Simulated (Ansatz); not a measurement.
`O[SiH]([SiH3])[SeH]` + `BF` → `FB[SeH]` + `O[SiH2][SiH3]`  (formal exchange of groups at the Se–Si bond)

Isolated molecules relaxed with PBE0-D4/def2-TZVP in Ansatz; ΔE leaves out vibrations. CCSD(T)/CBS adds triple-zeta CCSD(T) − MP2 to the extrapolated MP2 energy (def2 sets, frozen cores). This one scheme is used for every species. Functionals use def2-TZVPP. For Se outer-core shells are correlated without core-valence functions, which leaves a few kJ/mol of doubt a bond. Scalar relativity is left out up to krypton. Each species was taken in one conformer, which may not be the lowest.

`O[SiH]([SiH3])[SeH]`:

```xyz
10

O     0.960    0.481   -1.858
Si   -0.290   -0.069   -0.937
Si   -0.297    0.824    1.227
Se   -0.327   -2.345   -0.708
H     1.841    0.166   -1.646
H    -1.508    0.261   -1.712
H     0.857    0.250    1.977
H    -1.554    0.445    1.924
H    -0.166    2.306    1.218
H     0.485   -2.320    0.516
```

`BF`:

```xyz
4

B    -0.001    0.044    0.023
F     0.023   -1.123   -0.586
H     0.244    1.019   -0.628
H    -0.266    0.060    1.191
```

`FB[SeH]`:

Cartesian coordinates in Å:
```
F 1.174 -1.261 -0.641
B 0.371 -0.241 -0.405
Se -0.550 -0.185 1.295
H 0.234 0.609 -1.231
H -1.229 1.077 0.982
```

`O[SiH2][SiH3]`:

Z-matrix (Å, degrees):
```
Si
Si 1 2.347
O 1 1.654 2 112.4
H 1 1.484 2 110.6 3 117.6
H 1 1.493 2 108.5 3 -123.5
H 2 1.489 1 110.0 3 177.8
H 2 1.491 1 110.1 3 58.6
H 2 1.488 1 111.4 3 -61.5
H 3 0.958 1 117.6 2 -58.8
```

| species | PBE-D4 energy (Eh) |
| --- | --- |
| `O[SiH]([SiH3])[SeH]` | -3058.75427 |
| `BF` | -125.83256 |
| `FB[SeH]` | -2527.07564 |
| `O[SiH2][SiH3]` | -657.51185 |

Task: Work out ΔE.

Result: ΔE = (-2527.07564) + (-657.51185) − (-3058.75427) − (-125.83256) = -0.00066 Eh = -0.02 eV. CCSD(T)/CBS gives +0.04 eV.

Largest T1 diagnostic among the species: 0.013.

The D4 term adds +0.08 eV with B3LYP and +0.04 eV with PBE0; it sums over pairs of atoms, weighted by their polarisabilities, and B3LYP, whose exchange is more repulsive, gets the larger term. From PBE to PBE0 (25 % exact exchange), in def2-TZVPP and without D4, ΔE moves by +0.03 eV.

B3LYP here is the variant with VWN-RPA as its local correlation; programs differ in this.
